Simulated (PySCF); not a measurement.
An unknown is described by computed data only.

Formula: C3F6.

| Property | Result |
| --- | --- |
| 13C NMR | chemical shifts (computed TMS as zero) by class: 168.3 (1 C), 131.4 (1 C), 128.8 (1 C) ppm [GIAO PBE0/pcSseg-1] |
| NMR, other nuclei | isotropic shieldings of nuclei other than C and H, by class: 254 (3 F), 264 (1 F), 278 (1 F), 382 (1 F) ppm [GIAO PBE0/pcSseg-1] |
| Polarisability | 42.7 au [CAM-B3LYP/def2-SVPD] |
| Dipole | 1.03 D [CAM-B3LYP/def2-SVPD] |
| UV, strongest line | among the 8 lowest singlet transitions: S2 at 7.68 eV (162 nm, f = 0.413) [TDDFT CAM-B3LYP/def2-SVPD] |
| Triplet | lowest triplet excitation (Tamm–Dancoff): 4.37 eV [TDA CAM-B3LYP/def2-SVPD] |
| UV, first state | lowest singlet excitation: 6.97 eV (178 nm, f = 0.004) [TDDFT CAM-B3LYP/def2-SVPD] |
| Rotational structure | rotational constants A, B, C: 2.551, 1.246, 0.979 GHz [GFN2-xTB] |

Gas-phase values; electronic properties from PySCF, density fitting. Levels stand in brackets. Isolated species at its GFN2-xTB geometry, gas phase. NMR classes are plain means over equivalent atoms (diastereotopic ones count apart unless rotation or inversion swaps them), as if these changed places fast.

**Question.** What is the compound? Reason from the data.

**Answer.** Numbering: `[F:1][C:2]([F:3])=[C:4]([F:5])[C:6]([F:7])([F:8])[F:9]`. Its formula, C3F6, gives 1 degree of unsaturation: 0 rings and 1 π bond in the structure found. 3 carbons fall into 3 classes; from least to most shielded: =CF2 carbon [C2] (168.3 ppm), vinylic C–F carbon [C4] (131.4 ppm), CF3 carbon [C6] (128.8 ppm). The other shieldings belong to: 254 ppm, fluorine of a CF3 group [F7/F8/F9]; 264 ppm, vinyl fluorine [F3]; 278 ppm, vinyl fluorine [F1]; 382 ppm, vinyl fluorine [F5]. The optimised geometry has point group Cs and is an asymmetric top. Structure: hexafluoropropylene, `FC(F)=C(F)C(F)(F)F`. Computed isomers that give other values at the same levels: `FC1(F)C(F)(F)C1(F)F` (13C chemical shifts (computed TMS as zero) by class: 110.3 (3 C) ppm). The assignments are read from this structure; whether some other isomer fits the data as well wasn't checked.

Shape of the structure used: `[F:1][C:2]([F:3])=[C:4]([F:5])[C:6]([F:7])([F:8])[F:9]`: C2–C4–C6–F7 -119°.
